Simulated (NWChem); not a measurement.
System: C₄H₇N; SMILES C=C1CNC1

Input file for NWChem:

```
start job
memory heap 200 mb stack 900 mb global 1100 mb
geometry units angstroms noautosym nocenter noautoz
  C      0.067314    -1.937385     0.000000
  C     -0.014882    -0.612751     0.000000
  C     -0.045451     0.471029     1.066042
  N      0.204593     1.483774     0.000000
  C     -0.045451     0.471029    -1.066042
  H      0.102242    -2.506529     0.925911
  H      0.102242    -2.506529    -0.925911
  H      0.734662     0.435121     1.837617
  H     -1.022445     0.557455     1.568253
  H     -0.459055     2.254363     0.000000
  H     -1.022445     0.557455    -1.568253
  H      0.734662     0.435121    -1.837617
end
basis spherical
  * library pcsseg-1
end
dft
  xc pbe0
  iterations 150
end
property
  shielding 8 1 2 3 4 6 8 9 10
end
task dft property
```

Parts of the log:

```
             Northwest Computational Chemistry Package (NWChem) 7.3.0
             --------------------------------------------------------

                             Geometry "geometry" -> ""
                             -------------------------

 Output coordinates in angstroms (scale by  1.889725989 to convert to a.u.)

  No.       Tag          Charge          X              Y              Z
 ---- ---------------- ---------- -------------- -------------- --------------
    1 C                    6.0000     0.06731400    -1.93738500     0.00000000
    2 C                    6.0000    -0.01488200    -0.61275100     0.00000000
    3 C                    6.0000    -0.04545100     0.47102900     1.06604200
    4 N                    7.0000     0.20459300     1.48377400     0.00000000
    5 C                    6.0000    -0.04545100     0.47102900    -1.06604200
    6 H                    1.0000     0.10224200    -2.50652900     0.92591100
    7 H                    1.0000     0.10224200    -2.50652900    -0.92591100
    8 H                    1.0000     0.73466200     0.43512100     1.83761700
    9 H                    1.0000    -1.02244500     0.55745500     1.56825300
   10 H                    1.0000    -0.45905500     2.25436300     0.00000000
   11 H                    1.0000    -1.02244500     0.55745500    -1.56825300
   12 H                    1.0000     0.73466200     0.43512100    -1.83761700

 Effective nuclear repulsion energy (a.u.)     168.8399457879

                              NWChem Property Module
                              ----------------------

  itol2e modified to match energy
  convergence criterion.

                                 NWChem DFT Module
                                 -----------------

 Summary of "ao basis" -> "ao basis" (spherical)
 ------------------------------------------------------------------------------
       Tag                 Description            Shells   Functions and Types
 ---------------- ------------------------------  ------  ---------------------
 C                          pcsseg-1                 7       17   3s3p1d
 N                          pcsseg-1                 7       17   3s3p1d
 H                          pcsseg-1                 3        5   2s1p

  itol2e modified to match energy
  convergence criterion.

            General Information
            -------------------
          SCF calculation type: DFT
          Wavefunction type:  closed shell.
          No. of atoms     :    12
          No. of electrons :    38
           Alpha electrons :    19
            Beta electrons :    19
          Charge           :     0
          Spin multiplicity:     1
          Use of symmetry is: off; symmetry adaption is: off
          Maximum number of iterations: 150
          AO basis - number of functions:   120
                     number of shells:    56
          Convergence on energy requested:  1.00D-07
          Convergence on density requested:  1.00D-05
          Convergence on gradient requested:  5.00D-04

              XC Information
              --------------
                         PBE0 Method XC Functional
                     Hartree-Fock (Exact) Exchange  0.250
          PerdewBurkeErnzerhof Exchange Functional  0.750
            Perdew 1991 LDA Correlation Functional  1.000 local
           PerdewBurkeErnz. Correlation Functional  1.000 non-local

             Grid Information
             ----------------
          Grid used for XC integration:  fine
          Radial quadrature: Mura-Knowles
          Angular quadrature: Lebedev.
          Tag              B.-S. Rad. Rad. Pts. Rad. Cut. Ang. Pts.
          ---              ---------- --------- --------- ---------
          C                   0.70       70          12.0       590
          N                   0.65       70          11.0       590
          H                   0.35       60          13.0       590
          Grid pruning is: on
          Number of quadrature shells:   770
          Spatial weights used:  Erf1

      Superposition of Atomic Density Guess
      -------------------------------------

 Sum of atomic energies:        -208.39049463

      Non-variational initial energy
      ------------------------------

 Total energy =    -211.771392
 1-e energy   =    -613.053298
 2-e energy   =     232.441960
 HOMO         =      -0.273729
 LUMO         =      -0.001313

   convergence    iter        energy       DeltaE   RMS-Dens  Diis-err
 ---------------- ----- ----------------- --------- --------- ---------
 d= 0,ls=0.0,diis     1   -210.9857981343 -3.80D+02  5.30D-03  4.78D-01
 d= 0,ls=0.0,diis     2   -211.0155097300 -2.97D-02  3.03D-03  2.06D-01
 d= 0,ls=0.0,diis     3   -211.0295452542 -1.40D-02  1.27D-03  7.99D-02
 d= 0,ls=0.0,diis     4   -211.0381898320 -8.64D-03  3.29D-04  3.16D-03
 d= 0,ls=0.0,diis     5   -211.0385346717 -3.45D-04  9.41D-05  3.29D-04
  Resetting Diis
 d= 0,ls=0.0,diis     6   -211.0385709705 -3.63D-05  2.62D-05  1.69D-05
 d= 0,ls=0.0,diis     7   -211.0385728052 -1.83D-06  1.20D-05  1.08D-06
 d= 0,ls=0.0,diis     8   -211.0385727504  5.48D-08  6.55D-06  1.56D-06

         Total DFT energy =     -211.038572750407
      One electron energy =     -618.022063606257
           Coulomb energy =      269.084376172762
    Exchange-Corr. energy =      -30.940831104807
 Nuclear repulsion energy =      168.839945787895

 Numeric. integr. density =       38.000001948852

                       DFT Final Molecular Orbital Analysis
                       ------------------------------------

 Vector   17  Occ=2.000000D+00  E=-3.319628D-01
              MO Center=  2.4D-02, -2.8D-01, -5.7D-10, r^2= 3.1D+00
   Bfn.  Coefficient  Atom+Function         Bfn.  Coefficient  Atom+Function
  ----- ------------  ---------------      ----- ------------  ---------------
    26      0.259808   2 C  pz               43     -0.215446   3 C  pz
    77     -0.215446   5 C  pz               46     -0.180321   3 C  pz
    80     -0.180321   5 C  pz               29      0.172593   2 C  pz
    86     -0.171138   6 H  s                91      0.171138   7 H  s
    96     -0.151867   8 H  s               116      0.151867  12 H  s

 Vector   18  Occ=2.000000D+00  E=-2.805058D-01
              MO Center=  7.6D-02, -6.7D-01,  4.2D-10, r^2= 2.8D+00
   Bfn.  Coefficient  Atom+Function         Bfn.  Coefficient  Atom+Function
  ----- ------------  ---------------      ----- ------------  ---------------
     7      0.287238   1 C  px               24      0.281598   2 C  px
    27      0.259963   2 C  px               10      0.239937   1 C  px
    61     -0.201498   4 N  px               58     -0.186964   4 N  px
     4      0.133353   1 C  px               21      0.129597   2 C  px
    54     -0.120608   4 N  s                55     -0.094532   4 N  px

 Vector   19  Occ=2.000000D+00  E=-2.365737D-01
              MO Center=  1.9D-01,  8.1D-01,  1.8D-10, r^2= 3.0D+00
   Bfn.  Coefficient  Atom+Function         Bfn.  Coefficient  Atom+Function
  ----- ------------  ---------------      ----- ------------  ---------------
    61      0.384805   4 N  px               58      0.329675   4 N  px
   101      0.169204   9 H  s               111      0.169204  11 H  s
    54      0.167906   4 N  s                55      0.167924   4 N  px
    62      0.163108   4 N  py               96     -0.160769   8 H  s
   116     -0.160769  12 H  s                 7      0.155607   1 C  px

 Vector   20  Occ=0.000000D+00  E= 4.472288D-03
              MO Center= -1.1D-01, -7.5D-01, -2.3D-10, r^2= 4.1D+00
   Bfn.  Coefficient  Atom+Function         Bfn.  Coefficient  Atom+Function
  ----- ------------  ---------------      ----- ------------  ---------------
    10      0.611013   1 C  px               27     -0.583458   2 C  px
   102     -0.426388   9 H  s               112     -0.426388  11 H  s
    97      0.316289   8 H  s               117      0.316289  12 H  s
    24     -0.313761   2 C  px              107     -0.278205  10 H  s
     7      0.267026   1 C  px               37      0.181956   3 C  s

 Vector   21  Occ=0.000000D+00  E= 5.921369D-02
              MO Center= -4.9D-01,  9.6D-01, -3.7D-09, r^2= 6.5D+00
   Bfn.  Coefficient  Atom+Function         Bfn.  Coefficient  Atom+Function
  ----- ------------  ---------------      ----- ------------  ---------------
    37      0.911114   3 C  s                71      0.911114   5 C  s
   102     -0.701021   9 H  s               107     -0.701954  10 H  s
   112     -0.701021  11 H  s                54      0.602497   4 N  s
    97     -0.551099   8 H  s               117     -0.551099  12 H  s
    46      0.355054   3 C  pz               80     -0.355054   5 C  pz

[...]

          -----------------------------------------
          Chemical Shielding Tensors (GIAO, in ppm)
          -----------------------------------------

                                NWChem CPHF Module
                                ------------------

  scftype          =     RHF
  nclosed          =       19
  nopen            =        0
  variables        =     1919
  # of vectors     =        3
  tolerance        = 0.10D-03
  level shift      = 0.00D+00
  max iterations   =       50
  max subspace     =       30

 SCF residual:    1.7527722687809091E-004

Iterative solution of linear equations
  No. of variables     1919
  No. of equations        3
  Maximum subspace       30
        Iterations       50
       Convergence  1.0D-04

   iter   nsub   residual    time
   ----  ------  --------  ---------
     1      3    5.72D-01      69.2
     2      6    3.15D-02      74.5
     3      9    1.55D-03      79.5
     4     12    1.12D-04      84.5
     5     15    7.73D-06      90.0

      Atom:    1  C
        Diamagnetic
    240.9977     -0.9713     -0.0000
     -0.9713    270.4380     -0.0000
     -0.0000     -0.0000    255.6459

        Paramagnetic
    -77.2541      7.8949      0.0000
      7.8949   -178.0905      0.0000
      0.0000      0.0000   -294.7144

        Total Shielding Tensor
    163.7436      6.9236      0.0000
      6.9236     92.3475      0.0000
      0.0000      0.0000    -39.0685

           isotropic =      72.3409
          anisotropy =     138.1019

          Principal Components and Axis System
                 1           2           3
              164.4088     91.6823    -39.0685

      1         0.9954     -0.0956     -0.0000
      2         0.0956      0.9954     -0.0000
      3         0.0000      0.0000      1.0000

      Atom:    2  C
        Diamagnetic
    242.3143     -0.1434     -0.0000
     -0.1434    269.2562      0.0000
     -0.0000      0.0000    264.0093

        Paramagnetic
   -104.8331      6.8037      0.0000
      6.8037   -244.8219     -0.0000
      0.0000     -0.0000   -345.5418

        Total Shielding Tensor
    137.4812      6.6603      0.0000
      6.6603     24.4343     -0.0000
      0.0000     -0.0000    -81.5325

           isotropic =      26.7944
          anisotropy =     166.6169

          Principal Components and Axis System
                 1           2           3
              137.8723    -81.5325     24.0433

      1         0.9983     -0.0000     -0.0586
      2         0.0586      0.0000      0.9983
      3         0.0000      1.0000     -0.0000

      Atom:    3  C
        Diamagnetic
    234.7473      2.0687     -2.3843
      2.0687    250.3166      2.0393
     -2.3843      2.0393    247.4032

        Paramagnetic
   -132.0814      9.3211      6.4221
      9.3211   -102.0008    -15.4550
      6.4221    -15.4550   -123.0067

        Total Shielding Tensor
    102.6659     11.3897      4.0378
     11.3897    148.3159    -13.4157
      4.0378    -13.4157    124.3966

           isotropic =     125.1261
          anisotropy =      46.0390

          Principal Components and Axis System
                 1           2           3
              155.8188    121.6483     97.9113

      1         0.1679      0.3627      0.9167
      2         0.9142      0.2905     -0.2824
      3        -0.3688      0.8855     -0.2828

      Atom:    4  N
        Diamagnetic
    296.7724     -6.7094     -0.0000
     -6.7094    321.6527     -0.0000
     -0.0000     -0.0000    324.4488

        Paramagnetic
    -98.7629    -12.2127     -0.0000
    -12.2127    -69.5602      0.0000
     -0.0000      0.0000    -62.8841

        Total Shielding Tensor
    198.0095    -18.9221     -0.0000
    -18.9221    252.0926      0.0000
     -0.0000      0.0000    261.5647

           isotropic =     237.2223
          anisotropy =      36.5137

          Principal Components and Axis System
                 1           2           3
              261.5647    258.0555    192.0467

      1        -0.0000     -0.3006      0.9538
      2         0.0000      0.9538      0.3006
      3         1.0000     -0.0000      0.0000

      Atom:    5  H
        Diamagnetic
     22.1577     -0.5016      0.4968
     -0.5016     33.8175     -8.1297
      0.4968     -8.1297     34.2296

        Paramagnetic
      3.6486      0.1578     -0.5455
      0.1578     -4.0055      7.3683
     -0.5455      7.3683    -11.2445

        Total Shielding Tensor
     25.8062     -0.3438     -0.0487
     -0.3438     29.8120     -0.7614
     -0.0487     -0.7614     22.9850

           isotropic =      26.2011
          anisotropy =       5.5834

          Principal Components and Axis System
                 1           2           3
               29.9234     25.7813     22.8986

      1        -0.0815      0.9962      0.0297
      2         0.9908      0.0777      0.1109
      3        -0.1082     -0.0385      0.9934

      Atom:    6  H
        Diamagnetic
     27.4615      0.1527      8.3510
      0.1527     24.2024      0.5520
      8.3510      0.5520     34.0945

        Paramagnetic
     -1.7825      0.2217     -5.5407
      0.2217      1.6583     -1.8186
     -5.5407     -1.8186     -3.6420

        Total Shielding Tensor
     25.6790      0.3744      2.8103
      0.3744     25.8608     -1.2666
      2.8103     -1.2666     30.4524

           isotropic =      27.3307
          anisotropy =       6.8810

          Principal Components and Axis System
                 1           2           3
               31.9181     26.1218     23.9523

      1         0.3969      0.4663      0.7906
      2        -0.1643      0.8835     -0.4387
      3         0.9030     -0.0442     -0.4273

      Atom:    7  H
        Diamagnetic
     32.3741     -1.0326     -8.1355
     -1.0326     24.1608      1.1752
     -8.1355      1.1752     29.2016

        Paramagnetic
     -5.6411      1.0138      5.3446
      1.0138      1.9969     -2.5522
      5.3446     -2.5522     -0.9098

        Total Shielding Tensor
     26.7330     -0.0188     -2.7910
     -0.0188     26.1577     -1.3769
     -2.7910     -1.3769     28.2918

           isotropic =      27.0608
          anisotropy =       5.4255

          Principal Components and Axis System
                 1           2           3
               30.6778     26.2979     24.2068

      1        -0.5600     -0.4874      0.6700
      2        -0.2393      0.8694      0.4324
      3         0.7932     -0.0818      0.6035

      Atom:    8  H
        Diamagnetic
     28.0948     -9.4103     -0.0000
     -9.4103     38.8661     -0.0000
     -0.0000     -0.0000     26.2801

        Paramagnetic
     -0.9008      3.5933      0.0000
      3.5933     -2.5082      0.0000
      0.0000      0.0000      2.8459

        Total Shielding Tensor
     27.1939     -5.8170     -0.0000
     -5.8170     36.3578     -0.0000
     -0.0000     -0.0000     29.1260

           isotropic =      30.8926
          anisotropy =      12.4322

          Principal Components and Axis System
                 1           2           3
               39.1807     29.1260     24.3710

      1        -0.4366     -0.0000      0.8997
      2         0.8997     -0.0000      0.4366
      3         0.0000      1.0000      0.0000
```

Level: PBE0/pcSseg-1, GIAO. Geometry: optimised at B3LYP/6-31G* (spherical d). The output numbers the shielded atoms by their place in the input's list. The printed shielding anisotropy is the first printed principal value minus the mean of the other two.
